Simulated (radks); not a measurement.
Results of a calculation; reference values are marked as such.
Effect of the nuclear size on the cerium ion Ce+, [Xe] 4f1 5d2. Code: a radial shooting solver on a logarithmic mesh with Libxc functionals. Model: Dirac Kohn-Sham, LDA (Slater exchange, Perdew-Wang correlation), spin-unpolarised, spherical densities, finite nucleus; open shells fill j = l - 1/2 first; Fermi nuclear charge, rms radius 4.8771 fm. The rms radius is varied about that value; shifts are against it.

| rms radius (fm) | total energy shift (eV) | density at nucleus (e/bohr^3) | 1s1/2 shift (meV) | 2s1/2 shift (meV) | 5s1/2 shift (meV) | 5p1/2 shift (meV) | 6s1/2 (empty) shift (meV) |
|---|---|---|---|---|---|---|---|
| 4.1407 | -2.92 | 3.945e+05 | -1210 | -148 | -1.21 | 0.058 | -0.162 |
| 4.6137 | -1.09 | 3.858e+05 | -452 | -55.3 | -0.451 | 0.022 | -0.060 |
| 4.8771 | 0 | 3.814e+05 | 0.000 | 0.000 | 0.000 | 0.000 | 0.000 |
| 5.0234 | 0.625 | 3.79e+05 | 260 | 31.7 | 0.259 | -0.012 | 0.035 |
| 5.6574 | 3.50 | 3.698e+05 | 1460 | 178 | 1.45 | -0.069 | 0.194 |

Slopes of the eigenvalues against <r^2> in GHz/fm^2, as finite differences over the two radii next to the reference (eigenvalue slopes, not the field-shift constants of lines): 1s1/2 43600, 2s1/2 5330, 5s1/2 43.5, 5p1/2 -2.08, 6s1/2 (empty) 5.82.
